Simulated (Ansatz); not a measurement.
`[CH3][GeH2][I]`, 8 atoms. Charge 0, multiplicity 1. Correlated methods include outer-core shells of Ge, I, which these sets cover unevenly. Scalar relativity is left out up to krypton. I: def2 effective core potential. All runs use 4 threads of a server CPU on a shared host. Correlated methods freeze the cores.

**Question.** How many basis functions does each run have, and how long does it take in Ansatz? RKS r2SCAN0-D4/def2-TZVPP energy; RKS PBE0-D4/def2-TZVP frequencies; RKS CAM-B3LYP-D4/def2-TZVPP energy; RHF-CCSD(T)/def2-SVP energy; RHF-CCSD(T)/def2-TZVPP energy; RKS PBE0-D4/def2-QZVPP energy; RKS ωB97M-V/def2-SVP energy; RKS PBE0-D4/def2-SVP energy; RKS r2SCANh-D4/def2-TZVPP energy; RKS PBE-D4/def2-TZVPP energy and forces; RKS ωB97M-V/def2-QZVPP energy; direct RPA on PBE orbitals/def2-TZVPP energy. (Best estimate.)

**Answer.** Computed: Other jobs shared the machine, so times are rough.

```
                                level                job  functions  wall time  peak host memory (GiB)
                 RKS PBE0-D4/def2-SVP             energy         97        1 s                    0.23
                RKS PBE-D4/def2-TZVPP  energy and forces        199      1.6 s                    0.26
          RKS CAM-B3LYP-D4/def2-TZVPP             energy        199      2.4 s                     0.6
            RKS r2SCANh-D4/def2-TZVPP             energy        199        3 s                    0.55
            RKS r2SCAN0-D4/def2-TZVPP             energy        199        3 s                    0.56
direct RPA on PBE orbitals/def2-TZVPP             energy        199      3.2 s                    0.46
                 RKS ωB97M-V/def2-SVP             energy         97      3.4 s                    0.32
                 RHF-CCSD(T)/def2-SVP             energy         97      3.9 s                    0.44
               RKS PBE0-D4/def2-QZVPP             energy        378        5 s                     1.3
               RKS ωB97M-V/def2-QZVPP             energy        378       11 s                     1.5
               RHF-CCSD(T)/def2-TZVPP             energy        199       66 s                     2.8
                RKS PBE0-D4/def2-TZVP        frequencies        159       72 s                    0.43
```
